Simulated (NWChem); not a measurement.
Program: NWChem. System: CF2, charge 2, spin multiplicity 1, at the geometry of a parent with another charge or spin, in a state set for the comparison that need not be this species' ground state. Level: B3LYP/def2-TZVPD, VWN1-RPA local correlation.

The NWChem input:

```
start mol
memory heap 200 mb stack 900 mb global 1100 mb
charge 2
geometry units angstroms nocenter noautoz
  F      1.087483     0.000000    -0.143014
  C      0.000000     0.000000     0.429042
  F     -1.087483     0.000000    -0.143014
  symmetry group C2v
end
basis spherical
  * library def2-tzvpd
end
dft
  xc b3lyp
  semidirect memsize 60000000 filesize 0
  iterations 100
end
task dft energy
```

NWChem printed:

```
             Northwest Computational Chemistry Package (NWChem) 7.3.0
             --------------------------------------------------------

                                NWChem Input Module
                                -------------------

 Scaling coordinates for geometry "geometry" by  1.889725989
 (inverse scale =  0.529177249)

 Turning off AUTOSYM since
 SYMMETRY directive was detected!

                             Geometry "geometry" -> ""
                             -------------------------

 Output coordinates in angstroms (scale by  1.889725989 to convert to a.u.)

  No.       Tag          Charge          X              Y              Z
 ---- ---------------- ---------- -------------- -------------- --------------
    1 F                    9.0000     1.08748300     0.00000000    -0.14301400
    2 C                    6.0000     0.00000000     0.00000000     0.42904200
    3 F                    9.0000    -1.08748300     0.00000000    -0.14301400

 Effective nuclear repulsion energy (a.u.)      66.2185823189

            Nuclear Dipole moment (a.u.)
            ----------------------------
        X                 Y               Z
 ---------------- ---------------- ----------------
     0.0000000000     0.0000000000     0.0000000000

      Symmetry information
      --------------------

 Group name             C2v
 Group number             16
 Group order               4
 No. of unique centers     2

      Symmetry unique atoms

     1    2


 Summary of "ao basis" -> "" (spherical)
 ------------------------------------------------------------------------------
       Tag                 Description            Shells   Functions and Types
 ---------------- ------------------------------  ------  ---------------------
 *                         def2-tzvpd                 on all atoms

                                 NWChem DFT Module
                                 -----------------

 Summary of "ao basis" -> "ao basis" (spherical)
 ------------------------------------------------------------------------------
       Tag                 Description            Shells   Functions and Types
 ---------------- ------------------------------  ------  ---------------------
 F                         def2-tzvpd               14       40   6s4p3d1f
 C                         def2-tzvpd               13       37   6s3p3d1f

 Summary of "ao basis" -> "ao basis" (spherical)
 ------------------------------------------------------------------------------
       Tag                 Description            Shells   Functions and Types
 ---------------- ------------------------------  ------  ---------------------
 F                         def2-tzvpd               14       40   6s4p3d1f
 C                         def2-tzvpd               13       37   6s3p3d1f

      Symmetry analysis of basis
      --------------------------

        a1         44
        a2         17
        b1         35
        b2         21

            General Information
            -------------------
          SCF calculation type: DFT
          Wavefunction type:  closed shell.
          No. of atoms     :     3
          No. of electrons :    22
           Alpha electrons :    11
            Beta electrons :    11
          Charge           :     2
          Spin multiplicity:     1
          Use of symmetry is: on ; symmetry adaption is: on
          Maximum number of iterations: 100
          AO basis - number of functions:   117
                     number of shells:    41
          Convergence on energy requested:  1.00D-06
          Convergence on density requested:  1.00D-05
          Convergence on gradient requested:  5.00D-04

              XC Information
              --------------
                         B3LYP Method XC Potential
                     Hartree-Fock (Exact) Exchange  0.200
                        Slater Exchange Functional  0.800 local
                    Becke 1988 Exchange Functional  0.720 non-local
              Lee-Yang-Parr Correlation Functional  0.810
                  VWN I RPA Correlation Functional  0.190 local

             Grid Information
             ----------------
          Grid used for XC integration:  medium
          Radial quadrature: Mura-Knowles
          Angular quadrature: Lebedev.
          Tag              B.-S. Rad. Rad. Pts. Rad. Cut. Ang. Pts.
          ---              ---------- --------- --------- ---------
          F                   0.50       49          10.0       434
          C                   0.70       49           9.0       434
          Grid pruning is: on
          Number of quadrature shells:    98
          Spatial weights used:  Erf1

          Convergence Information
          -----------------------
          Convergence aids based upon iterative change in
          total energy or number of iterations.
          Levelshifting, if invoked, occurs when the
          HOMO/LUMO gap drops below (HL_TOL):  1.00D-02
          DIIS, if invoked, will attempt to extrapolate
          using up to (NFOCK): 10 stored Fock matrices.

                    Damping( 0%)  Levelshifting(0.5)       DIIS
                  --------------- ------------------- ---------------
          dE  on:    start            ASAP                start
          dE off:    2 iters        100 iters           100 iters

      Screening Tolerance Information
      -------------------------------
          Density screening/tol_rho:  1.00D-10
          AO Gaussian exp screening on grid/accAOfunc:  14
          CD Gaussian exp screening on grid/accCDfunc:  20
          XC Gaussian exp screening on grid/accXCfunc:  20
          Schwarz screening/accCoul:  1.00D-08

      Superposition of Atomic Density Guess
      -------------------------------------

 Sum of atomic energies:        -236.50785016

 Renormalizing density from      24.00 to     22

      Non-variational initial energy
      ------------------------------

 Total energy =    -224.037639
 1-e energy   =    -421.736173
 2-e energy   =     131.479952
 HOMO         =      -1.681903
 LUMO         =      -1.157639

      Symmetry analysis of molecular orbitals - initial
      -------------------------------------------------

  Numbering of irreducible representations:

     1 a1          2 a2          3 b1          4 b2

  Orbital symmetries:

     1 a1          2 b1          3 a1          4 a1          5 b1
     6 a1          7 b1          8 b2          9 a1         10 a2
    11 b1         12 b1         13 a1         14 b2         15 a1
    16 a1         17 b1         18 a1         19 b2         20 a1
    21 b1

------------------------------------------------------------
EAF file 0: "./mol.aoints.0" size=524288 bytes
------------------------------------------------------------
               write      read    awrite     aread      wait
               -----      ----    ------     -----      ----
     calls:        1         0         0         0         0
   data(b): 5.24e+05  0.00e+00  0.00e+00  0.00e+00
   time(s): 0.00e+00  0.00e+00  0.00e+00  0.00e+00  0.00e+00
rate(mb/s): 0.00e+00  0.00e+00
------------------------------------------------------------

   convergence    iter        energy       DeltaE   RMS-Dens  Diis-err    time
 ---------------- ----- ----------------- --------- --------- ---------  ------
 d= 0,ls=0.0,diis     1   -235.8655006748 -3.02D+02  3.63D-02  8.87D+00     1.2
 d= 0,ls=0.0,diis     2   -232.3329707094  3.53D+00  1.70D-02  4.74D+01     1.3
 d= 0,ls=0.0,diis     3   -236.5279114074 -4.19D+00  2.26D-03  1.64D-01     1.5
 d= 0,ls=0.0,diis     4   -236.5446648436 -1.68D-02  5.25D-04  4.94D-02     1.6
 d= 0,ls=0.0,diis     5   -236.5490575372 -4.39D-03  9.70D-05  2.25D-03     1.8
  Resetting Diis
 d= 0,ls=0.0,diis     6   -236.5492473593 -1.90D-04  2.89D-05  1.00D-04     2.0
 d= 0,ls=0.0,diis     7   -236.5492564234 -9.06D-06  1.30D-06  2.66D-08     2.1
 d= 0,ls=0.0,diis     8   -236.5492564246 -1.20D-09  5.79D-07  2.36D-08     2.3

         Total DFT energy =     -236.549256424610
      One electron energy =     -441.571751003733
           Coulomb energy =      164.186697581860
    Exchange-Corr. energy =      -25.382785321599
 Nuclear repulsion energy =       66.218582318862

 Numeric. integr. density =       22.000001857620

     Total iterative time =      2.0s

                  Occupations of the irreducible representations
                  ----------------------------------------------

                     irrep           alpha         beta
                     --------     --------     --------
                     a1                5.0          5.0
                     a2                1.0          1.0
                     b1                4.0          4.0
                     b2                1.0          1.0

                       DFT Final Molecular Orbital Analysis
                       ------------------------------------

 Vector    9  Occ=2.000000D+00  E=-1.322257D+00  Symmetry=a1
              MO Center= -2.0D-14, -4.4D-14,  8.9D-02, r^2= 1.4D+00
   Bfn.  Coefficient  Atom+Function         Bfn.  Coefficient  Atom+Function
  ----- ------------  ---------------      ----- ------------  ---------------
     9      0.268597  1 F  pz                86      0.268597  3 F  pz
    49      0.248107  2 C  pz                12      0.213965  1 F  pz
    89      0.213965  3 F  pz                52      0.183443  2 C  pz
     7      0.159769  1 F  px                84     -0.159769  3 F  px
    43      0.125723  2 C  s                 10      0.124813  1 F  px

 Vector   10  Occ=2.000000D+00  E=-1.232386D+00  Symmetry=a2
              MO Center=  3.2D-15,  2.1D-13, -1.2D-01, r^2= 1.5D+00
   Bfn.  Coefficient  Atom+Function         Bfn.  Coefficient  Atom+Function
  ----- ------------  ---------------      ----- ------------  ---------------
     8      0.384430  1 F  py                85     -0.384430  3 F  py
    11      0.306412  1 F  py                88     -0.306412  3 F  py
    14      0.127852  1 F  py                91     -0.127852  3 F  py
    61      0.051720  2 C  d -2              56      0.029884  2 C  d -2

 Vector   11  Occ=2.000000D+00  E=-1.219989D+00  Symmetry=b1
              MO Center=  1.8D-14, -2.1D-13, -1.0D-01, r^2= 1.6D+00
   Bfn.  Coefficient  Atom+Function         Bfn.  Coefficient  Atom+Function
  ----- ------------  ---------------      ----- ------------  ---------------
     9      0.292749  1 F  pz                86     -0.292749  3 F  pz
     7      0.259335  1 F  px                84      0.259335  3 F  px
    12      0.230648  1 F  pz                89     -0.230648  3 F  pz
    10      0.207599  1 F  px                87      0.207599  3 F  px
    13      0.103746  1 F  px                15      0.104142  1 F  pz

 Vector   12  Occ=0.000000D+00  E=-9.840760D-01  Symmetry=a1
              MO Center= -3.3D-15, -9.5D-17,  5.1D-01, r^2= 1.1D+00
   Bfn.  Coefficient  Atom+Function         Bfn.  Coefficient  Atom+Function
  ----- ------------  ---------------      ----- ------------  ---------------
    44      0.384211  2 C  s                 49      0.379557  2 C  pz
    52      0.276298  2 C  pz                43      0.263213  2 C  s
     9     -0.253486  1 F  pz                86     -0.253486  3 F  pz
    12     -0.204696  1 F  pz                89     -0.204696  3 F  pz
    42     -0.134538  2 C  s                 45      0.120418  2 C  s

 Vector   13  Occ=0.000000D+00  E=-8.377847D-01  Symmetry=b2
              MO Center= -1.9D-15,  4.3D-15,  3.1D-01, r^2= 1.0D+00
   Bfn.  Coefficient  Atom+Function         Bfn.  Coefficient  Atom+Function
  ----- ------------  ---------------      ----- ------------  ---------------
    48      0.545486  2 C  py                51      0.460802  2 C  py
     8     -0.243490  1 F  py                85     -0.243490  3 F  py
    11     -0.200000  1 F  py                88     -0.200000  3 F  py
    54      0.139264  2 C  py                14     -0.134172  1 F  py
    91     -0.134172  3 F  py

 Vector   14  Occ=0.000000D+00  E=-5.423787D-01  Symmetry=a1
              MO Center= -8.7D-15, -3.5D-15, -2.1D-02, r^2= 1.5D+00
   Bfn.  Coefficient  Atom+Function         Bfn.  Coefficient  Atom+Function
  ----- ------------  ---------------      ----- ------------  ---------------
    45      0.648080  2 C  s                 49     -0.400782  2 C  pz
    52     -0.394214  2 C  pz                44      0.359144  2 C  s
    55     -0.313202  2 C  pz                 7      0.259418  1 F  px
    84     -0.259418  3 F  px                 4     -0.238599  1 F  s
    81     -0.238599  3 F  s                 10      0.229324  1 F  px

 center of mass
 --------------
 x =   0.00000000 y =   0.00000000 z =  -0.01079369

 moments of inertia (a.u.)
 ------------------
          10.657634495932           0.000000000000           0.000000000000
           0.000000000000         171.126080791112           0.000000000000
           0.000000000000           0.000000000000         160.468446295180

     Multipole analysis of the density
     ---------------------------------

     L   x y z        total         alpha         beta         nuclear
     -   - - -        -----         -----         ----         -------
     0   0 0 0      2.000000    -11.000000    -11.000000     24.000000

     1   1 0 0     -0.000000     -0.000000     -0.000000      0.000000
     1   0 1 0     -0.000000     -0.000000     -0.000000      0.000000
     1   0 0 1      0.962045      0.481023      0.481023      0.000000

     2   2 0 0     -4.082988    -40.050379    -40.050379     76.017771
     2   1 1 0      0.000000      0.000000      0.000000      0.000000
     2   1 0 1     -0.000000     -0.000000     -0.000000      0.000000
     2   0 2 0     -7.821293     -3.910646     -3.910646      0.000000
     2   0 1 1      0.000000      0.000000      0.000000      0.000000
     2   0 0 2     -6.181247     -5.720027     -5.720027      5.258808

 Task  times  cpu:        2.3s     wall:        2.3s

 Total times  cpu:        2.3s     wall:        2.3s
```
